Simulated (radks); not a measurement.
Results of a calculation; reference values are marked as such.
Tl III, 79 electrons, occupied as [Xe] 4f14 5d9 6s2 (not the ground configuration). Code: a radial shooting solver on a logarithmic mesh with Libxc functionals. Model: scalar-relativistic Kohn-Sham, r2SCAN, spin-unpolarised, spherical densities, finite nucleus; meta-GGA in the generalised Kohn-Sham scheme; Fermi nuclear charge, rms radius 5.4759 fm.

Radial electron density D(r) = 4 pi r^2 rho(r):

| r (bohr) | D(r) (e/bohr) |
|---|---|
| 0.001304 | 17.07 |
| 0.001506 | 20.84 |
| 0.001754 | 25.58 |
| 0.002025 | 30.87 |
| 0.002358 | 37.35 |
| 0.002723 | 44.38 |
| 0.00317 | 52.71 |
| 0.003661 | 61.35 |
| 0.004262 | 71.06 |
| 0.004922 | 80.48 |
| 0.00573 | 90.18 |
| 0.006617 | 98.56 |
| 0.007703 | 105.9 |
| 0.008897 | 110.7 |
| 0.01036 | 113.0 |
| 0.01196 | 112.4 |
| 0.01392 | 109.3 |
| 0.01621 | 104.8 |
| 0.01872 | 101.2 |
| 0.02179 | 100.2 |
| 0.02517 | 103.8 |
| 0.0293 | 113.3 |
| 0.03384 | 126.4 |
| 0.0394 | 141.0 |
| 0.0455 | 150.9 |
| 0.05297 | 152.6 |
| 0.06117 | 145.1 |
| 0.07121 | 131.7 |
| 0.08224 | 121.3 |
| 0.09574 | 120.3 |
| 0.1106 | 129.3 |
| 0.1287 | 140.9 |
| 0.1487 | 141.9 |
| 0.1731 | 126.2 |
| 0.1999 | 102.1 |
| 0.2327 | 82.83 |
| 0.2687 | 80.31 |
| 0.3128 | 89.56 |
| 0.3642 | 95.17 |
| 0.4206 | 86.94 |
| 0.4896 | 66.70 |
| 0.5655 | 46.69 |
| 0.6583 | 32.73 |
| 0.7603 | 26.67 |
| 0.8851 | 23.55 |
| 1.022 | 20.27 |
| 1.19 | 15.73 |
| 1.374 | 11.31 |
| 1.6 | 7.464 |
| 1.848 | 4.832 |
| 2.151 | 2.918 |
| 2.484 | 1.685 |
| 2.892 | 0.8351 |
| 3.34 | 0.3658 |
| 3.888 | 0.1235 |
| 4.49 | 0.03466 |
| 5.227 | 0.006749 |
| 6.037 | 0.001041 |

D(r) has 4 maxima, at r = 0.0108, 0.0505, 0.141, 0.361 bohr, and minima at 0.0209, 0.0898, 0.256 bohr, inside which lie 1.87, 10.98, 30.07 electrons.
